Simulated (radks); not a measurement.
The nuclear charge of the antimony ion Sb2+ is varied continuously with 49 electrons held in [Kr] 4d10 5s2 5p1. Calculated with a radial shooting solver on a logarithmic mesh with Libxc functionals: scalar-relativistic Kohn-Sham, PBE, spin-unpolarised, spherical densities, finite nucleus; Fermi nuclear charge, rms radius 4.6802 fm. By the Hellmann-Feynman theorem dE/dZ = E(electron-nucleus)/Z, the electronic potential at the nucleus (averaged over a nucleus of fixed radius). The scalar-relativistic energy here is not variational (the density holds large components alone), so the two differ by a part that grows with Z.

| Z | E (hartree) | E(electron-nucleus)/Z (hartree) | HOMO | e(HOMO) (eV) | <r> HOMO (bohr) |
|---|---|---|---|---|---|
| 50.6 | -6357.94460 | -303.375 | 5p | -15.934 | 2.636 |
| 50.8 | -6418.99432 | -305.020 | 5p | -17.973 | 2.564 |
| 51 | -6480.37614 | -306.665 | 5p | -20.082 | 2.497 |
| 51.2 | -6542.09023 | -308.312 | 5p | -22.258 | 2.436 |
| 51.4 | -6604.13678 | -309.959 | 5p | -24.500 | 2.379 |
| 51.6 | -6666.51600 | -311.607 | 5p | -26.806 | 2.326 |
| 51.8 | -6729.22810 | -313.256 | 5p | -29.176 | 2.277 |
| 52 | -6792.27330 | -314.906 | 5p | -31.608 | 2.230 |

The central difference of E at Z = 51 is -307.740 hartree, to compare with the third column; the second derivative is -8.31 hartree.
